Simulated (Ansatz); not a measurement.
`IB1C[SiH2]1`, relaxed with RKS PBE-D4/def2-SVP in Ansatz from a rough embedded geometry. The force threshold is 0.03 eV/Å; the program also tests the step.

The species carries charge 0 and has multiplicity 1. I: def2 effective core potential.

Start:

```xyz
8

I    -1.933    2.199   -1.148
B    -0.639    0.657   -0.439
C    -0.012   -0.751   -0.553
Si    0.719   -0.133    0.932
H    -0.726   -1.601   -0.352
H     0.694   -0.887   -1.417
H    -0.007   -0.222    2.191
H     1.904    0.737    0.786
```

Problem. By how much does the energy fall, and how many steps does the optimiser take? (An estimate is asked.)

Solution. The calculation gave: 87.01 kJ/mol, in 16 steps, 2 of them rejected.

Problem. Which bonds change most? (An estimate is asked.)

Solution. Ansatz gave: C3–Si4 from 1.767 to 2.014 Å; B2–Si4 from 2.085 to 1.939 Å; Si4–H7 from 1.455 to 1.499 Å; B2–C3 from 1.546 to 1.515 Å.

Problem. Give the relaxed structure. (An estimate is asked.)

Solution. Ansatz gave: 
```xyz
8

I    -1.564    2.218   -1.507
B    -0.820    0.629   -0.328
C    -0.160   -0.698   -0.641
Si    0.527    0.230    1.009
H    -0.493   -1.595   -0.078
H     0.267   -0.974   -1.624
H     0.394   -0.755    2.130
H     1.848    0.944    1.040
```
